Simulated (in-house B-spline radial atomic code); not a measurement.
Inner levels of titanium as electrons are removed. A shift is the extra binding of the orbital against the neutral atom ([Ar] 3d2 4s2). The density at the nucleus is averaged over the nuclear charge. Computed with an all-electron radial atomic-structure program (B-spline basis): Dirac-Hartree-Fock, average of the configuration, finite nuclei.

```
 ion  configuration  shift of 3s1/2 (eV)  shift of 2p3/2 (eV)  shift of 2p1/2 (eV)  radius of 3s1/2 (bohr)  radius of 2p3/2 (bohr)  radius of 2p1/2 (bohr)  Σ<r²> (bohr²)  change of density at nucleus (bohr⁻³)
  Ti   [Ar] 3d2 4s2                    0                    0                    0                  1.0056                 0.28945                 0.28685         49.765                                      -
 Ti+   [Ar] 3d2 4s1                7.081               7.1505               7.1508                  1.0068                 0.28944                 0.28685          29.51                                -1.8118
Ti2+       [Ar] 3d2               15.604               15.872               15.873                  1.0074                 0.28942                 0.28683         16.508                                -5.3003
Ti3+       [Ar] 3d1               32.326                34.04               34.035                 0.99281                 0.28936                 0.28677          12.93                                -2.9535
Ti4+   [Ne] 3s2 3p6               51.382                55.65               55.642                  0.9749                 0.28921                 0.28663          10.46                                0.46502
Ti5+   [Ne] 3s2 3p5                    ?                    ?                    ?                       ?                       ?                       ?              ?                                      ?
Ti6+   [Ne] 3s2 3p4               92.002               109.08                109.1                 0.93709                  0.2889                 0.28633         7.2197                                 14.284
Ti7+   [Ne] 3s2 3p3                    ?                    ?                    ?                       ?                       ?                       ?              ?                                      ?
Ti8+   [Ne] 3s2 3p2               136.13               168.97               169.04                 0.90222                  0.2878                 0.28526         4.6536                                 30.734
```

Q: Fill in the row of Ti5+.

A: shift of 3s1/2 (eV): 71.237; shift of 2p3/2 (eV): 81.532; shift of 2p1/2 (eV): 81.536; radius of 3s1/2 (bohr): 0.95562; radius of 2p3/2 (bohr): 0.28932; radius of 2p1/2 (bohr): 0.28674; Σ<r²> (bohr²): 8.7387; change of density at nucleus (bohr⁻³): 7.046.

Q: Fill in the row of Ti7+.

A: shift of 3s1/2 (eV): 113.64; shift of 2p3/2 (eV): 138.24; shift of 2p1/2 (eV): 138.28; radius of 3s1/2 (bohr): 0.9193; radius of 2p3/2 (bohr): 0.2884; radius of 2p1/2 (bohr): 0.28584; Σ<r²> (bohr²): 5.8669; change of density at nucleus (bohr⁻³): 22.179.
